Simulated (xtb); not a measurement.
Job for xtb: GFN2-xTB on ClHSSi (SMILES S[Si]Cl), a point of a torsion scan.

```
$ xtb mol.xyz --gfn 2 --opt vtight --chrg 0 --uhf 0 --input xcontrol
4

S     -1.18716150     0.44246181     0.39373817
Si     0.78380409     0.91493983    -0.28213737
Cl     0.82552325     2.81921559    -1.13767717
H     -1.69090206    -0.70036726    -0.24365995
$constrain
  force constant=1.0
  dihedral: 4,1,2,3,120.0
$end
```

It printed:

```
[...]
           -------------------------------------------------
          |                Calculation Setup                |
           -------------------------------------------------



           -------------------------------------------------
          |                 G F N 2 - x T B                 |
           -------------------------------------------------

        Reference                      10.1021/acs.jctc.8b01176
      * Hamiltonian:
        H0-scaling (s, p, d)           1.850000    2.230000    2.230000
        zeta-weighting                 0.500000
      * Dispersion:
        s8                             2.700000
        a1                             0.520000
        a2                             5.000000
        s9                             5.000000
      * Repulsion:
        kExp                           1.500000    1.000000
        rExp                           1.000000
      * Coulomb:
        alpha                          2.000000
        third order                    shell-resolved
        anisotropic                    true
        a3                             3.000000
        a5                             4.000000
        cn-shift                       1.200000
        cn-exp                         4.000000
        max-rad                        5.000000


          ...................................................
          :                      SETUP                      :
          :.................................................:
          :  # basis functions                  31          :
          :  # atomic orbitals                  28          :
          :  # shells                           10          :
          :  # electrons                        18          :
          :  max. iterations                   250          :
          :  Hamiltonian                  GFN2-xTB          :
          :  restarted?                      false          :
          :  GBSA solvation                  false          :
          :  PC potential                    false          :
          :  electronic temp.          300.0000000     K    :
          :  accuracy                    1.0000000          :
          :  -> integral cutoff          0.2500000E+02      :
          :  -> integral neglect         0.1000000E-07      :
          :  -> SCF convergence          0.1000000E-05 Eh   :
          :  -> wf. convergence          0.1000000E-03 e    :
          :  Broyden damping             0.4000000          :
          :  net charge                          0          :
          :  unpaired electrons                  0          :
          ...................................................

 iter      E             dE          RMSdq      gap      omega  full diag
   1    -10.0306397 -0.100306E+02  0.102E+01    2.31       0.0  T
   2    -10.0581130 -0.274733E-01  0.756E+00    1.94       1.0  T
   3    -10.0612003 -0.308735E-02  0.413E+00    1.98       1.0  T
   4    -10.0605405  0.659855E-03  0.188E+00    1.84       1.0  T
   5    -10.0526652  0.787531E-02  0.249E+00    2.32       1.0  T
   6    -10.0626905 -0.100253E-01  0.366E-01    2.06       1.0  T
   7    -10.0626141  0.763368E-04  0.483E-01    2.10       1.0  T
   8    -10.0629287 -0.314518E-03  0.206E-01    2.05       1.0  T
   9    -10.0629889 -0.602703E-04  0.200E-01    2.03       1.0  T
  10    -10.0630266 -0.376531E-04  0.410E-02    2.05       1.2  T
  11    -10.0630233  0.333305E-05  0.392E-02    2.06       1.3  T
  12    -10.0630265 -0.328509E-05  0.100E-02    2.05       5.0  T
  13    -10.0630267 -0.175917E-06  0.377E-03    2.06      13.3  T
  14    -10.0630267 -0.148197E-08  0.208E-03    2.06      24.0  T
  15    -10.0630267 -0.745673E-08  0.723E-04    2.06      69.2  T
  16    -10.0630267 -0.236010E-09  0.361E-04    2.06     138.3  T

   *** convergence criteria satisfied after 16 iterations ***

         #    Occupation            Energy/Eh            Energy/eV
      -------------------------------------------------------------
         1        2.0000           -1.0576146             -28.7792
       ...           ...                  ...                  ...
         3        2.0000           -0.6182310             -16.8229
         4        2.0000           -0.4894292             -13.3180
         5        2.0000           -0.4476141             -12.1802
         6        2.0000           -0.4419488             -12.0260
         7        2.0000           -0.4410653             -12.0020
         8        2.0000           -0.3918533             -10.6629
         9        2.0000           -0.3620156              -9.8509 (HOMO)
        10                         -0.2864632              -7.7951 (LUMO)
        11                         -0.1997000              -5.4341
        12                         -0.1926714              -5.2429
        13                         -0.1706896              -4.6447
        14                         -0.0608346              -1.6554
       ...                 
[...]
      -16.9450
         4        2.0000           -0.4904003             -13.3445
         5        2.0000           -0.4518095             -12.2944
         6        2.0000           -0.4480038             -12.1908
         7        2.0000           -0.4427257             -12.0472
         8        2.0000           -0.3847951             -10.4708
         9        2.0000           -0.3684004             -10.0247 (HOMO)
        10                         -0.2862209              -7.7885 (LUMO)
        11                         -0.2149316              -5.8486
        12                         -0.1820032              -4.9526
        13                         -0.1536706              -4.1816
        14                         -0.0681525              -1.8545
       ...                                ...                  ...
        28                          0.6192008              16.8493
      -------------------------------------------------------------
                  HL-Gap            0.0821794 Eh            2.2362 eV
             Fermi-level           -0.3273106 Eh           -8.9066 eV

 SCC (total)                   0 d,  0 h,  0 min,  0.003 sec
 SCC setup                      ...        0 min,  0.000 sec (  1.448%)
 Dispersion                     ...        0 min,  0.000 sec (  0.283%)
 classical contributions        ...        0 min,  0.000 sec (  0.137%)
 integral evaluation            ...        0 min,  0.001 sec ( 30.830%)
 iterations                     ...        0 min,  0.001 sec ( 20.861%)
 molecular gradient             ...        0 min,  0.001 sec ( 44.628%)
 printout                       ...        0 min,  0.000 sec (  1.609%)

         :::::::::::::::::::::::::::::::::::::::::::::::::::::
         ::                     SUMMARY                     ::
         :::::::::::::::::::::::::::::::::::::::::::::::::::::
         :: total energy             -10.055069973048 Eh    ::
         :: gradient norm              0.000063507125 Eh/a0 ::
         :: HOMO-LUMO gap              2.236216580530 eV    ::
         ::.................................................::
         :: SCC energy               -10.075722752822 Eh    ::
         :: -> isotropic ES            0.018064036136 Eh    ::
         :: -> anisotropic ES         -0.003906079648 Eh    ::
         :: -> anisotropic XC         -0.007944650719 Eh    ::
         :: -> dispersion             -0.002935792667 Eh    ::
         :: repulsion energy           0.020634413293 Eh    ::
         :: add. restraining           0.000018366481 Eh    ::
         :: total charge              -0.000000000000 e     ::
         :::::::::::::::::::::::::::::::::::::::::::::::::::::

           -------------------------------------------------
          |                Property Printout                |
           -------------------------------------------------

    * Orbital Energies and Occupations

         #    Occupation            Energy/Eh            Energy/eV
      -------------------------------------------------------------
         1        2.0000           -1.0622803             -28.9061
         2        2.0000           -0.7200702             -19.5941
         3        2.0000           -0.6227189             -16.9450
         4        2.0000           -0.4904003             -13.3445
         5        2.0000           -0.4518095             -12.2944
         6        2.0000           -0.4480038             -12.1908
         7        2.0000           -0.4427257             -12.0472
         8        2.0000           -0.3847951             -10.4708
         9        2.0000           -0.3684004             -10.0247 (HOMO)
        10                         -0.2862209              -7.7885 (LUMO)
        11                         -0.2149316              -5.8486
        12                         -0.1820032              -4.9526
        13                         -0.1536706              -4.1816
        14                         -0.0681525              -1.8545
        15                         -0.0454243              -1.2361
        16                         -0.0411093              -1.1186
        17                         -0.0059460              -0.1618
        18                          0.0020338               0.0553
        19                          0.0073829               0.2009
        20                          0.0147020               0.4001
       ...                                ...                  ...
        28                          0.6192008              16.8493
      -------------------------------------------------------------
                  HL-Gap            0.0821794 Eh            2.2362 eV
             Fermi-level           -0.3273106 Eh           -8.9066 eV

     #   Z          covCN         q      C6AA      α(0)
     1  16 S        1.797    -0.395   158.479    21.189
     2  14 Si       1.671     0.473   181.693    28.660
     3  17 Cl       0.810    -0.230   106.329    15.774
     4   1 H        0.923     0.153     1.375     1.834

 Mol. C6AA /au·bohr⁶  :       1385.448499
 Mol. C8AA /au·bohr⁸  :      73070.494486
 Mol. α(0) /au        :         67.456758


Wiberg/Mayer (AO) data.
largest (>0.10) Wiberg bond orders for each atom

 ---------------------------------------------------------------------------
     #   Z sym  total        # sym  WBO       # sym  WBO       # sym  WBO
 ---------------------------------------------------------------------------
Note: The following floating-point exceptions are signalling: IEEE_UNDERFLOW_FLAG IEEE_DENORMAL
normal termination of xtb
     1  16 S    2.145 --     2 Si   1.145     4 H    0.957
     2  14 Si   2.388 --     3 Cl   1.225     1 S    1.145
     3  17 Cl   1.271 --     2 Si   1.225
     4   1 H    0.977 --     1 S    0.957
 ---------------------------------------------------------------------------

Topologies differ in total number of bonds
Writing topology from bond orders to xtbtopo.mol

molecular dipole:
                 x           y           z       tot (Debye)
 q only:        0.929      -0.994      -0.220
   full:        0.519      -0.178      -0.517       1.916
molecular quadrupole (traceless):
                xx          xy          yy          xz          yz          zz
 q only:        2.683       1.412      -4.348       1.886       2.656       1.665
  q+dip:       -2.342       2.133       1.703       3.067       0.223       0.639
   full:       -3.200       3.725       1.297       3.322       1.384       1.904

           -------------------------------------------------
          |                Geometry Summary                 |
           -------------------------------------------------

      molecular mass/u    :       96.6111645
   center of mass at/Å    :        0.0461324       1.3886515      -0.3456008
  moments of inertia/u·Å² :        0.3698989E+02   0.1888843E+03   0.2233403E+03
rotational constants/cm⁻¹ :        0.4557362E+00   0.8924844E-01   0.7547959E-01

 * 2 selected distances

     #   Z          #   Z                                           value/Å
     2  14 Si       3  17 Cl                                      2.0434268 (max)
     1  16 S        4   1 H                                       1.3259888 (min)

 * 2 distinct bonds (by element types)

   Z      Z             #   av. dist./Å        max./Å        min./Å
   1 H   16 S           1     1.3259888     1.3259888     1.3259888
  14 Si  17 Cl          1     2.0434268     2.0434268     2.0434268


optimized geometry written to: xtbopt.xyz


           -------------------------------------------------
          | TOTAL ENERGY              -10.055069973048 Eh   |
          | GRADIENT NORM               0.000063507125 Eh/α |
          | HOMO-LUMO GAP               2.236216580530 eV   |
           -------------------------------------------------

------------------------------------------------------------------------
------------------------------------------------------------------------
 total:
 SCF:
 ANC optimizer:
```

The run finished.

Warnings raised: the energy holds the restraint's term.

Cost: about 0.06 core-seconds (a rough figure).
